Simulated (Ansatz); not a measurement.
Ansatz (a program for electronic structure) input (r2SCAN/def2-TZVPD):

Ansatz 0.2 input:
```yaml
crystal:
  periodic: [false, false, false]
  atoms:
    - {symbol: C, position_ang: [2.68642645, -0.06854834, -0.53565419]}
    - {symbol: C, position_ang: [1.18743575, -0.22198390, -0.78057244]}
    - {symbol: C, position_ang: [0.35289829, 0.21444340, 0.37929844]}
    - {symbol: C, position_ang: [-1.03608560, 0.11970830, 0.44277417]}
    - {symbol: C, position_ang: [-1.73170659, 0.55226054, 1.55180452]}
    - {symbol: C, position_ang: [-1.78952248, -0.46765939, -0.72698434]}
    - {symbol: H, position_ang: [2.94362940, 0.97296745, -0.33106268]}
    - {symbol: H, position_ang: [3.26504845, -0.39260394, -1.40182686]}
    - {symbol: H, position_ang: [3.00436173, -0.66400631, 0.32279013]}
    - {symbol: H, position_ang: [0.96219459, -1.26668208, -1.03104438]}
    - {symbol: H, position_ang: [0.90512765, 0.34597748, -1.67775578]}
    - {symbol: H, position_ang: [0.86914445, 0.64358654, 1.23214816]}
    - {symbol: H, position_ang: [-2.80913573, 0.48150023, 1.60671375]}
    - {symbol: H, position_ang: [-1.21466754, 0.97659053, 2.40264903]}
    - {symbol: H, position_ang: [-2.86276690, -0.47120929, -0.54240791]}
    - {symbol: H, position_ang: [-1.47559290, -1.49584616, -0.92249879]}
    - {symbol: H, position_ang: [-1.60401802, 0.10040198, -1.64170155]}
basis:
  gaussian:
    orbitals: def2-TZVPD
hamiltonian:
  xc: {name: r2SCAN}
magnetization: {spin_polarized: true, initial_magnetization: 1}
output: {forces: true}
```

Output:

```
Functional definition: r2SCAN
integrals: 0.29 GiB planned
1605 factors; their error is unknown
0.50 GiB of the device are held for the grids
1.95 GiB of device memory are held for the factors and their scratch space
mean field: 2.65 GiB planned
mean field evaluation 1: about -6381.5067 eV, gradient 5.9e1 eV
mean field evaluation 2: about -6368.7812 eV, gradient 7.5e1 eV
mean field evaluation 4: about -6398.2798 eV, gradient 7.8e0 eV
mean field evaluation 8: about -6398.6039 eV, gradient 3.7e-1 eV
mean field evaluation 16: about -6398.5278 eV, gradient 8.8e-3 eV
mean field -6398.52779849 eV, -235.1415595167 hartree, gradient 6.7e-5 eV, S^2 0.794865; 0 other end points of the search recorded, 0 dependent functions left out
the calculation of the forces begins
reference -6398.52781781 eV, -235.1415602267 hartree; 24, 23 occupied and 297, 298 virtual orbitals, 1605 factors
Total energy: -6398.52781781 eV, -235.1415602267 hartree
Atom 0 at     2.686426    -0.068548    -0.535654 Å, force    -0.077141    -0.005314    -0.009083 eV/Å
Atom 1 at     1.187436    -0.221984    -0.780572 Å, force     0.039798     0.036658     0.086139 eV/Å
Atom 2 at     0.352898     0.214443     0.379298 Å, force     0.094642    -0.034812    -0.092736 eV/Å
Atom 3 at    -1.036086     0.119708     0.442774 Å, force    -0.071437    -0.064249    -0.129077 eV/Å
Atom 4 at    -1.731707     0.552261     1.551805 Å, force    -0.036071     0.022072     0.056037 eV/Å
Atom 5 at    -1.789522    -0.467659    -0.726984 Å, force     0.051748     0.037929     0.075953 eV/Å
Atom 6 at     2.943629     0.972967    -0.331063 Å, force     0.001540     0.032636     0.008588 eV/Å
Atom 7 at     3.265048    -0.392604    -1.401827 Å, force     0.016468    -0.009858    -0.025744 eV/Å
Atom 8 at     3.004362    -0.664006     0.322790 Å, force     0.003493    -0.017547     0.028929 eV/Å
Atom 9 at     0.962195    -1.266682    -1.031044 Å, force    -0.021751    -0.057037    -0.016957 eV/Å
Atom 10 at     0.905128     0.345977    -1.677756 Å, force    -0.022784     0.027310    -0.049948 eV/Å
Atom 11 at     0.869144     0.643587     1.232148 Å, force     0.047645     0.036499     0.072477 eV/Å
Atom 12 at    -2.809136     0.481500     1.606714 Å, force    -0.065567    -0.008473    -0.005912 eV/Å
Atom 13 at    -1.214668     0.976591     2.402649 Å, force     0.042582     0.023493     0.044135 eV/Å
Atom 14 at    -2.862767    -0.471209    -0.542408 Å, force    -0.040222     0.002353     0.012270 eV/Å
Atom 15 at    -1.475593    -1.495846    -0.922499 Å, force     0.019824    -0.041072    -0.013477 eV/Å
Atom 16 at    -1.604018     0.100402    -1.641702 Å, force     0.017235     0.019411    -0.041596 eV/Å
Dipole moment:     0.059894    -0.047454    -0.122781 e Å
```

It need not be the lowest isomer of its formula.
